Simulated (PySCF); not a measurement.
Computed shifts of a molecule C3H6OSi2, PBE0/pcSseg-1 (PySCF), GIAO, gas phase, atoms alike by connectivity averaged where their shifts nearly agree, in ppm (number of nuclei): ¹³C: 244.4 (1), 177.6 (1), 172.7 (1). ²⁹Si: -34.4 (1), -54.3 (1). ¹H: 12.46 (1), 8.20 (1), 7.88 (1), 5.14 (1), 5.12 (1), 5.04 (1). References: ¹⁷O against H2O (σ = 334.2 ppm); ¹³C against TMS (σ = 186.3 ppm); ²⁹Si against TMS (σ = 352.7 ppm); ¹H against TMS (σ = 31.56 ppm), references at their B3LYP-D3(BJ)/def2-TZVP geometries, non-relativistic. Geometry optimised at PBE0-D3(BJ)/def2-SVP. Other conformers were not sampled.

Q: Which molecule gave these data?
A. O=C[Si@H]1C=C[SiH2]1
B. C#CC1[SiH2]O[SiH2]1
C. C=C1[SiH2][SiH2]C1=O
D. C#C[Si@H]([SiH3])C=O

A: A, O=C[Si@H]1C=C[SiH2]1
